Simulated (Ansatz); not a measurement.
Series E3X8: PBE0-D4/def2-TZVP single points in Ansatz on relaxed structures, gas phase. Core potentials for Sn, no spin–orbit coupling. Binding counts from free atoms in the multiplicity of their measured ground term, without zero-point energy. A dash marks a value that wasn't run or was left out as unsound. The structures are stationary points that may keep the symmetry of their start.

| species | atoms | state | geometry | HOMO (eV) | LUMO (eV) | gap (eV) | vertical IE (eV) | vertical triplet (eV) | binding per atom (eV) | point group (within 0.1 Å) |
| --- | --- | --- | --- | --- | --- | --- | --- | --- | --- | --- |
| Ge3F8 | 11 | singlet | PBE-D4/def2-SVP | -10.26 | -3.35 | 6.91 | 12.09 | 4.97 | 3.85 | – |
| Sn3H8 | 11 | singlet | PBE0-D4/def2-SVP | -7.35 | -1.02 | 6.33 | 8.98 | 4.68 | 2.27 | – |
| Sn3Cl8 | 11 | singlet | r2SCAN-D4/def2-SVP | -8.65 | -4.42 | 4.22 | – | – | 2.80 | – |

The gap (eV) runs from 4.22 (Sn3Cl8) to 6.91 (Ge3F8).
